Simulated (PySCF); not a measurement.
Stepwise substitution at one centre (Ga Br-SiH3). Gas-phase values, no solvent. Strings in code marks are SMILES.

The S1 excitation (TDA) from two functionals at the same geometries (B3LYP-D3(BJ)/def2-TZVP), both in PySCF: PBE-D3(BJ)/def2-TZVP and B3LYP-D3(BJ)/def2-TZVP. B3LYP has the VWN-RPA correlation part, as in Gaussian. Excitations are Tamm–Dancoff values on a coarser integration grid. The basis has no diffuse functions, so Rydberg states are missing or too high.

```
species                                                  PBE-D3(BJ)/def2-TZVP (eV)
-------------------------------------------------------  -------------------------
0 of 3 Br replaced by SiH3 (`[Br][Ga]([Br])[Br]`)                             4.33
1 of 3 Br replaced by SiH3 (`[SiH3][Ga]([Br])[Br]`)                           4.19
2 of 3 Br replaced by SiH3                                                    3.23
3 of 3 Br replaced by SiH3 (`[SiH3][Ga]([SiH3])[SiH3]`)                       3.14
```

Task: What does B3LYP-D3(BJ)/def2-TZVP give for each?

Result: 
- 0 of 3 Br replaced by SiH3 (`[Br][Ga]([Br])[Br]`): 4.75
- 1 of 3 Br replaced by SiH3 (`[SiH3][Ga]([Br])[Br]`): 4.56
- 2 of 3 Br replaced by SiH3: 3.46
- 3 of 3 Br replaced by SiH3 (`[SiH3][Ga]([SiH3])[SiH3]`): 3.28
Over these rows, drawn at random from the members with no instability flagged (it was tested for open shells, ions and some series alone), PBE minus B3LYP-D3(BJ): mean -0.29 eV, from -0.42 eV to -0.14 eV.
